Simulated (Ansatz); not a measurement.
Basis-set extrapolation for BH8NSi2 (PBE0-D4/def2-TZVP geometry, frozen core, the Gaussian-basis code of Ansatz). Multiplicity 1, RHF reference.

```json
{"": "HF", "def2-TZVPP": "-661.689444", "def2-QZVPP": "-661.711133"}
{"": "MP2 correlation", "def2-TZVPP": "-0.591694", "def2-QZVPP": "-0.631667"}
{"": "CCSD(T) correlation", "def2-TZVPP": "-0.675061", "def2-QZVPP": "not run"}
```

Energies in hartree. Use E(X) = E(∞) + A·exp(−7.88·√X) for Hartree–Fock and E(X) = E(∞) + B·X^(−2.97) for correlation, with X = 3 and 4, and add CCSD(T) minus MP2 of the smaller set to the MP2 limit.

Task: What is the CCSD(T) energy at the basis-set limit?

Result: HF limit: -661.711133 + (-0.021689) × 0.13774 = -661.71412. MP2 limit: -0.631667 + (-0.039973) × 0.74074 = -0.66128. Higher-order term: -0.675061 − (-0.591694) = -0.08337. Total: -662.45877 hartree, 247.5 kJ/mol below CCSD(T)/def2-TZVPP.
